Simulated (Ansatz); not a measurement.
Level of theory: B3LYP-D3(BJ)/def2-SVP (Ansatz, an electronic-structure program). No frequencies were computed at this level.

Ansatz 0.2 input:
```yaml
crystal:
  periodic: [false, false, false]
  atoms:
    - { symbol: C, position_ang: [-1.528329, 1.121267, -0.877695] }
    - { symbol: C, position_ang: [-1.150992, -0.203292, -0.217526] }
    - { symbol: C, position_ang: [0.24997, -0.187159, 0.413219] }
    - { symbol: C, position_ang: [1.36675, -0.118973, -0.621213] }
    - { symbol: Si, position_ang: [3.096886, -0.219646, 0.170868] }
    - { symbol: C, position_ang: [-2.175641, -0.523756, 0.861443] }
    - { symbol: F, position_ang: [-1.954236, -1.714593, 1.444423] }
    - { symbol: F, position_ang: [-2.190683, 0.382536, 1.850661] }
    - { symbol: F, position_ang: [-3.42977, -0.577461, 0.380649] }
    - { symbol: H, position_ang: [-0.85902, 1.329121, -1.706745] }
    - { symbol: H, position_ang: [-1.459312, 1.934016, -0.15773] }
    - { symbol: H, position_ang: [-2.545506, 1.080052, -1.26067] }
    - { symbol: H, position_ang: [-1.215353, -1.016728, -0.949129] }
    - { symbol: H, position_ang: [0.320613, 0.666252, 1.091108] }
    - { symbol: H, position_ang: [0.370881, -1.094538, 1.009696] }
    - { symbol: H, position_ang: [1.282895, 0.807362, -1.190022] }
    - { symbol: H, position_ang: [1.241843, -0.935068, -1.335472] }
    - { symbol: H, position_ang: [4.096517, -0.095984, -0.890501] }
    - { symbol: H, position_ang: [3.237147, -1.50696, 0.85214] }
    - { symbol: H, position_ang: [3.245337, 0.873551, 1.132494] }
basis:
  gaussian: { orbitals: def2-svp }
hamiltonian:
  xc: b3lyp
  dispersion: d3bj
relax:
  max_steps: 150
```

Output:

```
Functional definition: B3LYP
2036 factors; integrals over basis functions are off by at most 4.5e-4 eV
mean field evaluation 1: about -21370.2155 eV, gradient 7.0e1 eV
mean field evaluation 2: about -21362.6417 eV, gradient 9.0e1 eV
mean field evaluation 4: about -21381.2592 eV, gradient 2.8e0 eV
mean field evaluation 8: about -21381.3169 eV, gradient 8.3e-2 eV
mean field evaluation 16: about -21381.3169 eV, gradient 4.4e-5 eV
mean field -21381.31689204 eV, -785.7489030055 hartree, gradient 4.4e-5 eV, S^2 0.000000; 0 other end points of the search recorded, 0 dependent functions left out
reference -21381.31718290 eV, -785.7489136942 hartree; 41, 41 occupied and 144, 144 virtual orbitals, 2036 factors
relax step   1: F+E_penalty+E_count = -21382.13457584 eV  Δ(F+E_penalty+E_count) = +0.000e0 eV  max|allowed force component| = 7.803e-1 eV/Å  Δτ_max = 0.0000 Å  (27 SCF iters, accepted)
these checks for a lower state are left out or cut short: starts, cluster_reference, orbital_swaps, neighbouring_geometries, increment
2036 factors; integrals over basis functions are off by at most 4.6e-4 eV
mean field -21381.39679445 eV, -785.7518393646 hartree, gradient 1.9e-5 eV, S^2 0.000000; 0 other end points of the search recorded, 0 dependent functions left out
reference -21381.39708703 eV, -785.7518501169 hartree; 41, 41 occupied and 144, 144 virtual orbitals, 2036 factors
relax step   2: F+E_penalty+E_count = -21382.20714097 eV  Δ(F+E_penalty+E_count) = -7.257e-2 eV  max|allowed force component| = 2.586e-1 eV/Å  Δτ_max = 0.0641 Å  (29 SCF iters, accepted)
these checks for a lower state are left out or cut short: starts, cluster_reference, orbital_swaps, neighbouring_geometries, increment
2036 factors; integrals over basis functions are off by at most 4.7e-4 eV
mean field -21381.40181732 eV, -785.7520239518 hartree, gradient 1.8e-5 eV, S^2 0.000000; 0 other end points of the search recorded, 0 dependent functions left out
reference -21381.40211032 eV, -785.7520347192 hartree; 41, 41 occupied and 144, 144 virtual orbitals, 2036 factors
relax step   3: F+E_penalty+E_count = -21382.21285619 eV  Δ(F+E_penalty+E_count) = -5.715e-3 eV  max|allowed force component| = 6.707e-2 eV/Å  Δτ_max = 0.0230 Å  (29 SCF iters, accepted)
these checks for a lower state are left out or cut short: starts, cluster_reference, orbital_swaps, neighbouring_geometries, increment
2036 factors; integrals over basis functions are off by at most 4.7e-4 eV
mean field evaluation 32: about -21381.4023 eV, gradient 3.7e-1 eV
mean field -21381.40273431 eV, -785.7520576507 hartree, gradient 2.6e-5 eV, S^2 0.000000; 0 other end points of the search recorded, 0 dependent functions left out
reference -21381.40302737 eV, -785.7520684205 hartree; 41, 41 occupied and 144, 144 virtual orbitals, 2036 factors
relax step   4: F+E_penalty+E_count = -21382.21342243 eV  Δ(F+E_penalty+E_count) = -5.662e-4 eV  max|allowed force component| = 2.041e-2 eV/Å  Δτ_max = 0.0077 Å  (22 SCF iters, accepted)
these checks for a lower state are left out or cut short: starts, cluster_reference, orbital_swaps, neighbouring_geometries, increment
2036 factors; integrals over basis functions are off by at most 4.7e-4 eV
mean field -21381.40288360 eV, -785.7520631370 hartree, gradient 1.0e-5 eV, S^2 0.000000; 0 other end points of the search recorded, 0 dependent functions left out
reference -21381.40317672 eV, -785.7520739089 hartree; 41, 41 occupied and 144, 144 virtual orbitals, 2036 factors
relax step   5: F+E_penalty+E_count = -21382.21362742 eV  Δ(F+E_penalty+E_count) = -2.050e-4 eV  max|allowed force component| = 1.208e-2 eV/Å  Δτ_max = 0.0092 Å  (23 SCF iters, accepted)
these checks for a lower state are left out or cut short: starts, cluster_reference, orbital_swaps, neighbouring_geometries, increment
2036 factors; integrals over basis functions are off by at most 4.7e-4 eV
mean field -21381.40303386 eV, -785.7520686589 hartree, gradient 1.9e-5 eV, S^2 0.000000; 0 other end points of the search recorded, 0 dependent functions left out
reference -21381.40332713 eV, -785.7520794364 hartree; 41, 41 occupied and 144, 144 virtual orbitals, 2036 factors
relax step   6: F+E_penalty+E_count = -21382.21377289 eV  Δ(F+E_penalty+E_count) = -1.455e-4 eV  max|allowed force component| = 5.113e-3 eV/Å  Δτ_max = 0.0122 Å  (29 SCF iters, accepted)
2036 factors; integrals over basis functions are off by at most 4.7e-4 eV
mean field evaluation 64: about -21381.4030 eV, gradient 4.9e-4 eV
mean field -21381.40303386 eV, -785.7520686589 hartree, gradient 1.9e-5 eV, S^2 0.000000; 1 other end points of the search recorded, 0 dependent functions left out
reference -21381.40332713 eV, -785.7520794364 hartree; 41, 41 occupied and 144, 144 virtual orbitals, 2036 factors
Total energy: -21382.21406616 eV, -785.7818735462 hartree
Atom 0 at    -1.525749     1.114045    -0.890273 Å, force     0.001888     0.001481     0.002340 eV/Å
Atom 1 at    -1.175378    -0.199797    -0.187964 Å, force     0.002202     0.000216     0.003301 eV/Å
Atom 2 at     0.237272    -0.211028     0.424190 Å, force    -0.004579    -0.004988     0.001565 eV/Å
Atom 3 at     1.365631    -0.104187    -0.608365 Å, force    -0.000953     0.002385     0.002585 eV/Å
Atom 4 at     3.100409    -0.209080     0.143014 Å, force     0.000882     0.000173     0.000417 eV/Å
Atom 5 at    -2.211519    -0.522283     0.878003 Å, force     0.003413    -0.003125     0.005113 eV/Å
Atom 6 at    -1.973631    -1.713118     1.460398 Å, force    -0.004669     0.002689     0.001567 eV/Å
Atom 7 at    -2.227895     0.402613     1.858302 Å, force    -0.000821    -0.000480    -0.001941 eV/Å
Atom 8 at    -3.454969    -0.577923     0.365130 Å, force     0.000354     0.000068    -0.004141 eV/Å
Atom 9 at    -0.834698     1.303482    -1.722988 Å, force    -0.002521     0.000791    -0.002045 eV/Å
Atom 10 at    -1.458613     1.959398    -0.187842 Å, force     0.000378    -0.000514    -0.000446 eV/Å
Atom 11 at    -2.546438     1.086055    -1.296817 Å, force     0.000034    -0.001138    -0.001602 eV/Å
Atom 12 at    -1.249367    -1.029081    -0.912872 Å, force    -0.002486    -0.000341    -0.000485 eV/Å
Atom 13 at     0.309642     0.614723     1.152604 Å, force     0.002945     0.000456    -0.000303 eV/Å
Atom 14 at     0.355666    -1.141272     1.002736 Å, force     0.003649     0.001861    -0.002561 eV/Å
Atom 15 at     1.302011     0.845311    -1.166353 Å, force     0.000997     0.002402     0.000506 eV/Å
Atom 16 at     1.270406    -0.907397    -1.361116 Å, force     0.001592    -0.001901    -0.002409 eV/Å
Atom 17 at     4.133610    -0.091586    -0.927605 Å, force    -0.000516    -0.000083    -0.000309 eV/Å
Atom 18 at     3.281976    -1.512688     0.848286 Å, force    -0.001449     0.001132    -0.000348 eV/Å
Atom 19 at     3.301630     0.893811     1.129529 Å, force    -0.000342    -0.001085    -0.000804 eV/Å
Dipole moment:     0.198979     0.117244    -0.367710 e Å
```

Cost: about 60 core-seconds (a rough figure).
